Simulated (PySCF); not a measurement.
C₃H₇Si, SMILES C1C[SiH]C1, multiplicity 2. Coordinates come from a PBE0-D3(BJ)/def2-SVP optimisation. The isomer is the one that the SMILES or the coordinates give; other isomers of the formula were not compared.

**Question.** Give the equilibrium geometry at PBE0-D3(BJ)/def2-SVP (PySCF confirms it by a frequency run) as bond lengths and angles, and its point group. (An estimate is asked for; the answer gives what the named calculation found.)

**Answer.** point group Cs.
Atoms: C1 C2 Si3 C4 H5 H6 H7 H8 H9 H10 H11. Bonds (Å): C1–C2 1.552, C1–C4 1.552, C1–H5 1.102, C1–H6 1.105, C2–Si3 1.910, C2–H7 1.101, C2–H8 1.099, Si3–C4 1.910, Si3–H9 1.508, C4–H10 1.099, C4–H11 1.101. Bond angles (°): C2–C1–C4 102.3, C2–C1–H5 109.7, C2–C1–H6 113.9, C4–C1–H5 109.7, C4–C1–H6 113.9, H5–C1–H6 107.2, C1–C2–Si3 85.8, C1–C2–H7 111.4, C1–C2–H8 116.8, Si3–C2–H7 111.9, Si3–C2–H8 120.7, H7–C2–H8 108.7, C2–Si3–C4 78.5, C2–Si3–H9 111.8, C4–Si3–H9 111.8, C1–C4–Si3 85.8, C1–C4–H10 116.8, C1–C4–H11 111.4, Si3–C4–H10 120.7, Si3–C4–H11 111.9, H10–C4–H11 108.7.
Charge 0, spin multiplicity 2.
